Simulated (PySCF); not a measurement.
CH5NOPb, neutral, multiplicity 1. Atoms are numbered in the order given.

```xyz
9

Pb     0.1611    -0.4628     0.0000
O      0.7954     1.5578     0.0000
C     -0.0525     2.6513     0.0000
H     -0.7173     2.6979     0.8900
H      0.5382     3.5877     0.0000
H     -0.7173     2.6979    -0.8900
N     -1.9156     0.0363     0.0000
H     -2.2804     0.9845     0.0000
H     -2.6738    -0.6393     0.0000
```
Charge 0, spin multiplicity 1.

Geometry: PBE0-D3(BJ)/def2-SVP. The def2 effective core potentials stand for the cores of Pb; spin–orbit coupling is left out. Other conformers were not sampled.

Calculation: TDA-CAM-B3LYP/def2-SVPD in PySCF.

Vertical excitations. The molecule is in vacuum. State labels are in the subgroup Cs.

| state | symmetry | energy (eV) | λ (nm) | f | main pairs |
|---|---|---|---|---|---|
| S1 | A" | 4.38 | 283 | 0.020 | HOMO−1→LUMO 98 % |
| S2 | A' | 4.60 | 269 | 0.029 | HOMO→LUMO 86 % |
| S3 | A' | 5.09 | 243 | 0.063 | HOMO−2→LUMO 83 % |
| S4 | A" | 5.34 | 232 | 0.054 | HOMO−3→LUMO 96 % |
| S5 | A" | 5.61 | 221 | 0.024 | HOMO→LUMO+1 87 % |
| S6 | A" | 5.96 | 208 | 0.003 | HOMO−2→LUMO+1 53 %, HOMO→LUMO+3 31 % |
| S7 | A" | 6.28 | 198 | 0.028 | HOMO−2→LUMO+1 30 %, HOMO→LUMO+3 30 %, HOMO→LUMO+2 26 %, HOMO−2→LUMO+3 8 % |
| S8 | A' | 6.34 | 196 | 0.183 | HOMO−1→LUMO+1 74 %, HOMO−1→LUMO+2 13 % |
| S9 | A" | 6.70 | 185 | 0.005 | HOMO−2→LUMO+3 52 %, HOMO−2→LUMO+2 30 % |
| S10 | A' | 6.82 | 182 | 0.040 | HOMO−1→LUMO+3 75 % |
| T1 | A' | 3.51 | 353 | 0 | HOMO→LUMO 81 %, HOMO−2→LUMO 16 % |
| T2 | A" | 3.89 | 319 | 0 | HOMO−1→LUMO 82 %, HOMO−3→LUMO 16 % |
| T3 | A' | 4.08 | 304 | 0 | HOMO−2→LUMO 81 %, HOMO→LUMO 16 % |
| T4 | A" | 4.68 | 265 | 0 | HOMO−3→LUMO 81 %, HOMO−1→LUMO 16 % |
Triplets are in the Tamm–Dancoff approximation.
